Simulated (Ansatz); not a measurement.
cerium atom (Ce), triplet (core potentials on Ce); Ansatz (a program for electronic structure) with SVWN5/def2-SVP.

Here is a job for Ansatz.
Ansatz 0.2 input:
```yaml
crystal:
  periodic: [false, false, false]
  atoms:
    - {symbol: Ce, position_ang: [0.00000000, 0.00000000, 0.00000000]}
basis:
  gaussian:
    orbitals: def2-SVP
hamiltonian:
  xc: {name: SVWN5}
magnetization: {spin_polarized: true, initial_magnetization: 2}
```

Output, abridged:

```
Functional definition: SVWN5
656 factors; their error is unknown
mean field evaluation 1: about -12905.4491 eV, gradient 2.1e1 eV
mean field evaluation 2: about -12890.0401 eV, gradient 7.7e1 eV
mean field evaluation 4: about -12905.1944 eV, gradient 2.7e1 eV
mean field evaluation 8: about -12907.3329 eV, gradient 6.2e0 eV
mean field evaluation 16: about -12907.7871 eV, gradient 3.2e-2 eV
mean field evaluation 32: about -12907.7884 eV, gradient 4.5e-4 eV
mean field evaluation 64: about -12901.9558 eV, gradient 1.1e-3 eV
mean field evaluation 96: about -12907.6320 eV, gradient 2.7e0 eV
mean field evaluation 128: about -12907.7884 eV, gradient 5.7e-2 eV
mean field evaluation 160: about -12902.6834 eV, gradient 4.7e0 eV
mean field evaluation 192: about -12902.6264 eV, gradient 5.0e0 eV
mean field evaluation 224: about -12907.7884 eV, gradient 3.3e-4 eV
mean field evaluation 256: about -12907.7884 eV, gradient 4.1e-3 eV
mean field evaluation 288: about -12907.7859 eV, gradient 2.7e-1 eV
mean field evaluation 320: about -12907.4640 eV, gradient 5.6e0 eV
mean field -12907.78838920 eV, -474.3524740898 hartree, gradient 3.1e-6 eV, S^2 2.003087; 11 other end points of the search recorded, 0 dependent functions left out
reference -12907.78841657 eV, -474.3524750956 hartree; 16, 14 occupied and 62, 64 virtual orbitals, 656 factors
Total energy: -12907.78841657 eV, -474.3524750956 hartree
```
